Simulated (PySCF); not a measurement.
System: sum formula Si₂H₄Cl₂, net charge 0, singlet state. SMILES: Cl[SiH2][SiH2]Cl
Structure (B3LYP-D3(BJ)/def2-TZVP (Ansatz) minimum search):
```
Si
H 1 1.4783
H 1 1.4783 2 109.70
Cl 1 2.0766 2 108.35 3 -118.08
Si 1 2.3407 2 111.39 3 123.79
H 5 1.4783 1 111.39 2 57.59
H 5 1.4783 6 109.70 1 -123.79
Cl 5 2.0766 6 108.35 7 -118.08
```

Dispersion corrections to the total energy (kcal/mol) from the dftd3 and dftd4 libraries through PySCF: D3(BJ) without and D4 with the three-body term, each with the damping fitted for the functional named.

```
functional  D3(BJ)          D4
----------  ------  ----------
BLYP        -12.06      -11.10
B2PLYP       -5.21  (withheld)
PBE0         -4.91  (withheld)
BHLYP        -8.69       -7.42
LC-wPBE      -5.73       -5.91
CAM-B3LYP    -5.01  (withheld)
HSE06        -4.25       -4.25
```

Question: What belongs in the gaps?

Answer: 
- B2PLYP, D4: -3.64
- PBE0, D4: -4.48
- CAM-B3LYP, D4: -4.67
